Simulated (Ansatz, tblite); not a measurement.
Cost and result up the ladder for (ClBe-mu-Cl)2 (Be₂Cl₄) (6 atoms). The state is a singlet with charge 0. Geometry: PBE0-D4/def2-SVP.

```csv
atom,x (Å),y (Å),z (Å)
Be1,-1.116,0.689,-0.086
Cl2,-2.674,1.653,-0.203
Cl3,-0.771,-1.165,0.664
Be4,1.116,-0.690,0.085
Cl5,2.674,-1.652,0.206
Cl6,0.770,1.163,-0.667
```

Ansatz on 4 threads of Intel Xeon on a shared host; xTB runs through tblite on one thread. Times are rough, summed over both states, and most runs start from the orbitals of an earlier one. PBE0-D4/def2-TZVP serves as the yardstick here, not as an exact answer. The other state is a doublet.

The xTB rows come from tblite.

Raw xTB energies of ions are shifted by several eV.

```csv
level,functions,wall time,vertical IE (eV),difference from PBE0-D4/def2-TZVP (eV)
GFN1-xTB,44,0.014 s,15.00,4.00
GFN2-xTB,44,0.023 s,14.88,3.88
PBE-D4/def2-TZVP,186,3.6 s,10.42,-0.58
r2SCAN-D4/def2-TZVP,186,7.2 s,10.68,-0.32
PBE0-D4/def2-TZVP,186,10 s,11.00,0.00
```
